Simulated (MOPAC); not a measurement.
MOPAC input (PM3):

```
PM3 FORCE THERMO(298,298) PRECISE LET GEO-OK AUX(PRECISION=9) THREADS=1
CLiN

Li   -0.00000000 1   -0.00000000 1   -1.90036712 1
C    -0.00000000 1   -0.00000000 1    1.08048941 1
N    -0.00000000 1    0.00000000 1   -0.10395615 1
```

From the output:

```
     N    3   1.091201  18.546129  19.636548

          HEAT OF FORMATION =      44.511448 KCALS/MOLE

          ZERO POINT ENERGY       4.481 KCAL/MOL

           NORMAL COORDINATE ANALYSIS (Total motion = 1 Angstrom)

   Root No.       1         2         3         4

                 1 Pi      1 Pi      1 Sig     2 Sig

                 111.8     111.8     683.1    2227.6

           1   -0.0000    0.0000    0.6514    0.0149
           2   -0.3202   -0.0024    0.0000    0.0000
           3    0.0024   -0.3202   -0.0000   -0.0000
           4   -0.0000    0.0000   -0.1810    0.5264
           5   -0.2806   -0.0021   -0.0000   -0.0000
           6    0.0021   -0.2806    0.0000    0.0000
           7    0.0000   -0.0000   -0.1676   -0.4587
           8    0.3992    0.0030    0.0000    0.0000
           9   -0.0030    0.3992   -0.0000   -0.0000

           MASS-WEIGHTED COORDINATE ANALYSIS (NORMAL COORDINATES)

   Root No.       1         2         3         4

                 1 Pi      1 Pi      1 Sig     2 Sig

                 111.8     111.8     683.1    2227.6

           1   -0.0000    0.0000    0.8884    0.0156
           2   -0.4277   -0.0033    0.0000    0.0000
           3    0.0033   -0.4277   -0.0000   -0.0000
           4   -0.0000    0.0000   -0.3246    0.7281
           5   -0.4930   -0.0038   -0.0000   -0.0000
           6    0.0038   -0.4930    0.0000    0.0000
           7    0.0000   -0.0000   -0.3247   -0.6853
           8    0.7576    0.0058    0.0000    0.0000
           9   -0.0058    0.7576   -0.0000   -0.0000

          DESCRIPTION OF VIBRATIONS

 VIBRATION          2    1Pi         ATOM PAIR     ENERGY CONTRIBUTION    RADIAL
 FREQUENCY           111.85         C 2 -- N 3         +46.5% ( 81.3%)      0.0%
 TRANSITION DIPOLE   1.4931         Li1 -- N 3         +40.7% ( 76.0%)      0.0%
 TRAVEL (Ang.)       0.3294         Li1 -- C 2         +12.8% ( 42.6%)      0.0%
 REDUCED MASS        5.5567
 EFFECTIVE MASS     12.0358
 FORCE CONSTANT      0.0410

 VIBRATION          3    1Sig        ATOM PAIR     ENERGY CONTRIBUTION    RADIAL
 FREQUENCY           683.11         Li1 -- N 3         +50.4% (118.1%)    100.0%
 TRANSITION DIPOLE   3.3649         Li1 -- C 2         +47.9% (115.2%)    100.0%
 TRAVEL (Ang.)       0.1463         C 2 -- N 3          +1.7% ( 21.6%)    100.0%
 REDUCED MASS        4.6114
 EFFECTIVE MASS      8.0856
 FORCE CONSTANT      1.2678

 VIBRATION          4    2Sig        ATOM PAIR     ENERGY CONTRIBUTION    RADIAL
 FREQUENCY          2227.65         C 2 -- N 3         +66.1% (100.0%)    100.0%
 TRANSITION DIPOLE   6.5512         Li1 -- C 2         +18.9% ( 53.5%)    100.0%
 TRAVEL (Ang.)       0.0684         Li1 -- N 3         +15.0% ( 47.5%)    100.0%
 REDUCED MASS        6.4647
 EFFECTIVE MASS     12.9278
 FORCE CONSTANT     18.9013

      SYMMETRY NUMBER FOR POINT-GROUP C*v =  1

          SYSTEM IS A GROUND STATE

 CLiN

          MOLECULE IS LINEAR

          THERE ARE  4 GENUINE VIBRATIONS IN THIS SYSTEM
          THIS THERMODYNAMICS CALCULATION IS LIMITED TO
          MOLECULES WHICH HAVE NO INTERNAL ROTATIONS

                    CALCULATED THERMODYNAMIC PROPERTIES
                                          *
   TEMP. (K)   PARTITION FUNCTION   H.O.F.    ENTHALPY  HEAT CAPACITY ENTROPY
                                   KCAL/MOL   CAL/MOLE    CAL/K/MOL  CAL/K/MOL

 298.00  VIB.     0.5964D+01                   968.3100     4.7454     6.7981
         ROT.     0.4810D+03                   592.1869     1.9872    14.2601
         INT.     0.2869D+04                  1560.4969     6.7326    21.0582
         TRA.     0.1829D+27                  1480.4672     4.9680    36.4072
         TOT.                       44.511    3040.9641    11.7006    57.4654

   *: NOTE: HEATS OF FORMATION ARE RELATIVE TO THE
            ELEMENTS IN THEIR STANDARD STATE AT 298K
              (=  Standard Enthalpy of Formation).

            Hvib:  Zero-point energy is not included.
                   frequencies of less than zero cm-1 are not included.
            Hrot = (3/2)RT
            Htra = (3/2)RT + pV = (5/2)RT

            Heat capacity is Cp, not Cv

          For more information, see: HTTP://OpenMOPAC.net/Manual/thermochemistry.html

           FORCE CONSTANT IN CARTESIAN COORDINATES (Millidynes/A)

    ATOM   CHEMICAL       X               Y               Z
   NUMBER   SYMBOL  FORCE CONSTANT  FORCE CONSTANT  FORCE CONSTANT

      1      Li        1.510771        0.009432        0.009432
      2       C       18.966162        0.020568        0.020568
      3       N       19.636734        0.059198        0.059198

 **********************
 *                    *
 * JOB ENDED NORMALLY *
 *                    *
 **********************

 == MOPAC DONE ==
```
